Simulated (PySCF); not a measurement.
## Radial density of Zn (zinc, neutral)

UHF, [Ar] 3d10 4s1 4d1, high-spin 3D determinant (an excited configuration). Calculation: PySCF 2.14, in aug-cc-pVQZ-DK; scalar relativity by spin-free X2C-1e.

```json
{"r (bohr)": "0.000858", "4πr²ρ (e/bohr)": "0.2701", "4πr²(ρα − ρβ)": "0.0001"}
{"r (bohr)": "0.00144", "4πr²ρ (e/bohr)": "0.6720", "4πr²(ρα − ρβ)": "0.0002"}
{"r (bohr)": "0.00243", "4πr²ρ (e/bohr)": "1.637", "4πr²(ρα − ρβ)": "0.0006"}
{"r (bohr)": "0.00408", "4πr²ρ (e/bohr)": "3.860", "4πr²(ρα − ρβ)": "0.0014"}
{"r (bohr)": "0.00687", "4πr²ρ (e/bohr)": "8.585", "4πr²(ρα − ρβ)": "0.0030"}
{"r (bohr)": "0.0116", "4πr²ρ (e/bohr)": "17.24", "4πr²(ρα − ρβ)": "0.0058"}
{"r (bohr)": "0.0194", "4πr²ρ (e/bohr)": "29.04", "4πr²(ρα − ρβ)": "0.0090"}
{"r (bohr)": "0.0327", "4πr²ρ (e/bohr)": "36.62", "4πr²(ρα − ρβ)": "0.0081"}
{"r (bohr)": "0.0550", "4πr²ρ (e/bohr)": "32.00", "4πr²(ρα − ρβ)": "0.0004"}
{"r (bohr)": "0.0925", "4πr²ρ (e/bohr)": "30.93", "4πr²(ρα − ρβ)": "0.0051"}
{"r (bohr)": "0.156", "4πr²ρ (e/bohr)": "42.04", "4πr²(ρα − ρβ)": "0.0210"}
{"r (bohr)": "0.262", "4πr²ρ (e/bohr)": "26.59", "4πr²(ρα − ρβ)": "-0.0246"}
{"r (bohr)": "0.440", "4πr²ρ (e/bohr)": "21.52", "4πr²(ρα − ρβ)": "0.0036"}
{"r (bohr)": "0.740", "4πr²ρ (e/bohr)": "21.13", "4πr²(ρα − ρβ)": "-0.0351"}
{"r (bohr)": "1.25", "4πr²ρ (e/bohr)": "5.967", "4πr²(ρα − ρβ)": "0.1707"}
{"r (bohr)": "2.09", "4πr²ρ (e/bohr)": "1.104", "4πr²(ρα − ρβ)": "0.4946"}
{"r (bohr)": "3.52", "4πr²ρ (e/bohr)": "0.3523", "4πr²(ρα − ρβ)": "0.3348"}
{"r (bohr)": "5.92", "4πr²ρ (e/bohr)": "0.2542", "4πr²(ρα − ρβ)": "0.2541"}
{"r (bohr)": "9.97", "4πr²ρ (e/bohr)": "0.001409", "4πr²(ρα − ρβ)": "0.0014"}
```

Densities and radii are taken from the X2C orbitals without a picture-change correction, which distorts them close to the nucleus.

The outer electron is Rydberg-like, and this basis confines it to a smaller radius and binds it less than a complete one would.

Problem. Where is the radial spin density 4πr²(ρα − ρβ) most negative, and why is it negative at all?

Solution. Around r = 0.740 bohr, down to -0.0351 e/bohr: exchange with the open shell polarises the paired shells in an unrestricted calculation.
